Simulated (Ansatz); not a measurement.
`[F][Ga]([Br])[Br]` + `CBr` → `[Br][Ga]([Br])[Br]` + `CF` at 500 K and 1 bar (formal exchange of groups at a Ga–F bond).

Gas-phase electronic energies from Ansatz, PBE0-D4/def2-TZVP geometries. CBS: MP2 limit from def2 TZ/QZ plus the TZ coupled-cluster correction, frozen cores. This one scheme is used for every species. For Br, Ga outer-core shells are correlated without core-valence functions, which leaves a few kJ/mol of doubt a bond. Scalar relativity is left out up to krypton.

```json
{"species": "`[F][Ga]([Br])[Br]`", "CCSD(T)/CBS energy (Eh)": "-7170.52286", "H − E (kJ/mol)": "43.6", "S (J/(mol·K))": "387.0"}
{"species": "`CBr`", "CCSD(T)/CBS energy (Eh)": "-2613.17401", "H − E (kJ/mol)": "118.3", "S (J/(mol·K))": "270.7"}
{"species": "`[Br][Ga]([Br])[Br]`", "CCSD(T)/CBS energy (Eh)": "-9644.06608", "H − E (kJ/mol)": "42.5", "S (J/(mol·K))": "401.8"}
{"species": "`CF`", "CCSD(T)/CBS energy (Eh)": "-139.63461", "H − E (kJ/mol)": "122.2", "S (J/(mol·K))": "244.8"}
```

H − E and S are ideal-gas, rigid-rotor, harmonic terms from PBE0-D4/def2-TZVP. 1 Eh = 2625.50 kJ/mol, R = 8.31446 J/(mol·K).

Q: By hand: ΔE, ΔH, ΔS and ΔG.

A: ΔE = (-9644.06608) + (-139.63461) − (-7170.52286) − (-2613.17401) = -0.00382 Eh = -10.0 kJ/mol. Δ(H − E) = 42.5 + 122.2 − 43.6 − 118.3 = 2.8, so ΔH = -7.2 kJ/mol. ΔS = 401.8 + 244.8 − 387.0 − 270.7 = -11.1 J/(mol·K). ΔG = -7.2 − 500 × (-11.1)/1000 = -1.7 kJ/mol.

Q: By hand: the equilibrium constant, and the temperature at which ΔG would vanish if ΔH and ΔS stayed fixed.

A: log₁₀ K = −ΔG/(RT ln 10) = 0.2. ΔG = 0 at ΔH/ΔS = 649 K, though so small a ΔH makes that figure unsure.

TΔS isn't small against ΔH here. The sign of ΔG lies within the doubt. A doubt of 5 kJ/mol in ΔE shifts log₁₀ K by 0.5 here. These are equilibria of isolated gas molecules and say nothing of rates. Largest T1 diagnostic: 0.010 (customary marks: 0.02 for closed shells, 0.045 for open ones).
